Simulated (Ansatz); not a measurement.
`F[SiH2][SiH](Cl)Cl` → dichlorosilane + `F[SiH]` at 500 K and 1 bar (silylene formation by 1,1-elimination).

Gas-phase electronic energies from Ansatz, PBE0-D4/def2-TZVP geometries. CCSD(T)/CBS adds triple-zeta CCSD(T) − MP2 to the extrapolated MP2 energy (def2 sets, frozen cores). This one scheme is used for every species. One conformer a species, not always the lowest.

| species | CCSD(T)/CBS energy (Eh) | H − E (kJ/mol) | S (J/(mol·K)) |
| --- | --- | --- | --- |
| `F[SiH2][SiH](Cl)Cl` | -1599.46845 | 133.4 | 441.9 |
| `Cl[SiH2]Cl` | -1209.93203 | 81.5 | 323.4 |
| `F[SiH]` | -389.46371 | 40.7 | 260.3 |

H − E and S are ideal-gas, rigid-rotor, harmonic terms from PBE0-D4/def2-TZVP, for one conformer and one mirror image of each species. 1 Eh = 2625.50 kJ/mol, R = 8.31446 J/(mol·K).

Problem. By hand: ΔE, ΔH, ΔS and ΔG.

Solution. ΔE = (-1209.93203) + (-389.46371) − (-1599.46845) = 0.07271 Eh = 190.9 kJ/mol. Δ(H − E) = 81.5 + 40.7 − 133.4 = -11.2, so ΔH = 179.7 kJ/mol. ΔS = 323.4 + 260.3 − 441.9 = 141.8 J/(mol·K). ΔG = 179.7 − 500 × (141.8)/1000 = 108.8 kJ/mol.

Problem. By hand: the equilibrium constant, and the temperature at which ΔG would vanish if ΔH and ΔS stayed fixed.

Solution. log₁₀ K = −ΔG/(RT ln 10) = -11.4. ΔG = 0 at ΔH/ΔS = 1267 K.

The number of gas molecules changes by +1, which sets the sign of ΔS. A doubt of 5 kJ/mol in ΔE shifts log₁₀ K by 0.5 here. Other conformers and mirror images would add mixing entropy, several J/(mol·K) or more a flexible species. Modes under 60 cm⁻¹, often nearly free rotors, make the harmonic entropy too high. These are equilibria of isolated gas molecules and say nothing of rates. Largest T1 diagnostic: 0.015 (customary marks: 0.02 for closed shells, 0.045 for open ones).
